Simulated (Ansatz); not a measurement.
**Relative stability**

The two ends of one reaction step of CH9NSn, singlet (PBE0-D4/def2-TZVP).

A:

```csv
atom,x (Å),y (Å),z (Å)
Sn1,-1.7262,-0.3638,0.3603
N2,-0.1284,-1.0337,1.4280
H3,-1.4896,-0.9175,-1.2333
H4,-1.6815,1.3360,0.4670
H5,-3.2242,-0.9452,0.9640
H6,1.5088,0.3185,-0.2826
C7,1.6911,0.9411,-1.1594
H8,-0.0489,-2.0431,1.4215
H9,-0.1574,-0.7447,2.3980
H10,1.1161,1.8644,-1.0796
H11,2.7519,1.1835,-1.2249
H12,1.3883,0.4045,-2.0590
```

B:

Sn1  (-1.238, 0.241, -0.667)
N2  (0.641, -0.831, 1.786)
H3  (-2.384, 0.766, -1.842)
H4  (-1.612, 1.063, 0.784)
H5  (-1.471, -1.441, -0.474)
H6  (1.558, -1.259, 1.766)
C7  (0.714, 0.717, -1.395)
H8  (-0.011, -1.540, 2.100)
H9  (0.661, -0.109, 2.497)
H10  (0.798, 1.791, -1.559)
H11  (1.449, 0.400, -0.658)
H12  (0.895, 0.202, -2.338)
(Å)

Program: Ansatz 0.2.0. Basis: def2-TZVPP. Cores are frozen in the correlated methods. Filled d shells of the heavier atoms are correlated. Core potentials replace the inner electrons of the atoms past krypton. The def2 sets are not built for correlating such inner shells, so the correlated values are less sure here. B3LYP uses VWN-RPA correlation.

Which structure is lower at CCSD(T), and by how much? (An estimate is asked for; the value comes from the calculation.)

Computed: A, by 0.57 kcal/mol (electronic energy, against the other); a gap this small isn't resolved in one triple-zeta basis. By their contacts, A is a complex of SnNH₅ ([NH2][SnH3]) + CH₄ and B is a complex of CH₆Sn ([CH3][SnH3]) + NH₃.

Do the other methods give the same order? (A judgement: the text doesn't fix the answer.)

The calculation gives: Not all: SPW92 gives the other order.

| method | E(B) − E(A) (kcal/mol) |
| --- | --- |
| SPW92 | -0.84 |
| PBE-D4 | 0.54 |
| BLYP-D4 | 1.77 |
| r2SCAN-D4 | 1.10 |
| B97M-V | 1.30 |
| PBE0-D4 | 0.18 |
| B3LYP-D4 | 1.40 |
| r2SCAN0-D4 | 0.54 |
| BHLYP-D4 | 1.19 |
| CAM-B3LYP-D4 | 1.53 |
| wB97X-V | 1.02 |
| wB97M-V | 0.24 |
| B2PLYP | 1.65 |
| PBE-QIDH | 0.32 |
| RPA on PBE | 1.00 |
| HF | 2.64 |
| MP2 | 0.49 |
| CCSD | 0.65 |
| CCSD(T) | 0.57 |

No T1 diagnostic of these runs exceeds 0.012.

Labels in which every atom is bracketed show which atoms are joined, not bond orders.

For scale, one of the runs: CCSD(T)/def2-TZVPP, 238 basis functions, launched by `ansatz run in.yaml --threads 4 --pin off --events-out ev --progress --plain --max-ram 9574MiB`. Hardware: 4 CPU threads of an Arm Neoverse V2, shared host. Wall time 2.3 min; peak host memory 4.9 GiB.
